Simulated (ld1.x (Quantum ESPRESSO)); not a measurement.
## How hard is this Ni (Z = 28) TM potential?

```
Element                 : Ni (Z = 28)
Generator               : ld1.x (Quantum ESPRESSO) 7.5
Type                    : norm-conserving Troullier–Martins (Kleinman–Bylander form)
Functional              : PBEsol
Relativity              : scalar-relativistic
Frozen core             : [Ne] 3s2
Valence charge          : 16
Reference configuration : 3p6 3d8 4s1.75 4p0.25
Partial waves           : 3p (bound): rc 1.05 bohr; 3d (bound): rc 0.80 bohr; 4s (bound): rc 2.20 bohr
Local potential         : the s channel
Core correction         : a·sin(br)/r model core, default radius (core density twice the valence density)
```

Occupied shells without a wave of their own: 4p. They enter only through the test configuration that unscreens the potential, and ld1.x also counts them in the model core charge.

The pseudo-atom Hamiltonian at the reference potential is diagonalised in spherical Bessel functions j_l(qr) that vanish at 20 bohr, with q² up to the cutoff. All-electron valence levels (Ry): 3p -5.2765, 4p -0.1070, 3d -0.6926, 4s -0.4415.

Q: How do the lowest levels (Ry) of each channel move with the cutoff, and are there ghosts?

A:

| cutoff (Ry) | p #1 | p #2 | d #1 | s #1 | f #1 | Σ f·Δε (mRy) |
| --- | --- | --- | --- | --- | --- | --- |
| 8 | -0.4678 | 0.0049 | 0.0489 | -0.4364 | 0.0997 | 34809.4 |
| 25 | -3.6520 | -0.0606 | 0.0489 | -0.4412 | 0.0997 | 15679.6 |
| 50 | -5.1666 | -0.0684 | 0.0488 | -0.4415 | 0.0997 | 6588.1 |
| 100 | -5.2756 | -0.0690 | 0.0467 | -0.4415 | 0.0997 | 5917.8 |
| 180 | -5.2765 | -0.0690 | -0.5715 | -0.4415 | 0.0997 | 966.7 |
| 400 | -5.2765 | -0.0690 | -0.6923 | -0.4415 | 0.0997 | 0.0 |

Result: no extra level below or beside the all-electron valence levels (p, d, s, f tested); 10 mRy is reached at 300 Ry and 1 mRy at over 300 Ry.

The potential misses its own reference levels by up to 0.5 eV. ld1.x takes every shell without a wave as core, so the model core holds the 4p electrons as well and exchange and correlation see them twice. This cancels in the reference configuration, but the file is broken for other ones, and its errors say nothing about a proper core correction. Its largest configuration-test error is -1061 meV.
